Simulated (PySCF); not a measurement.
F₂In (SMILES [F][In+][F]), charge +1, singlet, at a GFN2-xTB geometry (such geometries of metal compounds can be far from the true shape) (all electrons, no relativity). Base run: HF/3-21G in PySCF.

Input for PySCF:
```python
from pyscf import gto, scf

mol = gto.M(
    atom='''
In    0.00000000    0.00000000    0.00000000
F     0.00000000    0.00000000    2.02781766
F    -0.00000000   -0.00000000   -2.02781766
''',
    basis='3-21g',
    charge=1,
    verbose=4,
)

mf = scf.RHF(mol)
mf.kernel()
mo_i, mo_e, stable_i, stable_e = mf.stability(internal=True, external=True, return_status=True, nroots=6, tol=1e-6)
print('internally stable:', stable_i, ' externally stable:', stable_e)
if not stable_e:
    umf = mf.to_uhf() if not hasattr(mf, 'xc') else mf.to_uks()
    umf.scf_summary = {}
    umf.kernel(umf.make_rdm1(mo_e, umf.mo_occ))
```

The bond that is stretched is that between atoms 3 and 1. A test that says stable can miss a lower solution.

The base run was repeated with changes; each row names its change, and settings that it needs were set with it.

```
change       ΔE vs base (eV)  <S^2>  E after following the instability (Eh)  <S^2> there  HOMO-LUMO gap (eV)   stability test says
-----------  ---------------  -----  --------------------------------------  -----------  ------------------  --------------------
base                    0.00  0.000                                       -            -               13.71                stable
bond × 1.25             2.63  0.000                             -5912.23241         0.91               10.30  external instability
bond × 1.5              4.87  0.000                             -5912.22783         1.03                7.59  external instability
bond × 1.8              6.51  0.000                             -5912.22675         1.06                5.49  external instability
bond × 2.2              7.64  0.000                             -5912.22611         1.06                3.94  external instability
bond × 3.0              8.41  0.000                             -5912.22604         1.06                2.58  external instability
```

Where a bond breaks into two radicals, a solution with restricted orbitals usually stops being the lowest and lies too high; an unrestricted one lies lower at the price of spin contamination, which <S^2> shows.
